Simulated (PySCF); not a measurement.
**[SeO2]2+: one-bond stretch**

Method: PySCF, PBE, basis Se def2-TZVP, O def2-TZVP (no relativity, density fitting).

Rigid scan from the singlet minimum (Se–O 1.589 Å (×2); O–Se–O 180.0°). Coordinate: the bond from Se to the last atom (O) scaled, the rest fixed. Energies in kJ/mol from the minimum.

Predict the curve at 0.92, 0.96, 1.00, 1.05, 1.12, 1.20, 1.35, 1.55, 1.80, 2.20.


```csv
scale of one bond,E (kJ/mol),"dipole size (D, about the centre of mass)"
0.92,50.3,0.09
0.96,10.9,0.05
1.00,0.0,0.00
1.05,12.3,0.08
1.12,56.2,0.22
1.20,120.3,0.42
1.35,361.0,1.70
1.55,316.7,–
1.80,344.7,–
2.20,323.2,–
```

At long bonds a restricted determinant can lie too high, and another spin state can fall below this curve.

Other isomers or separated fragments may lie lower.
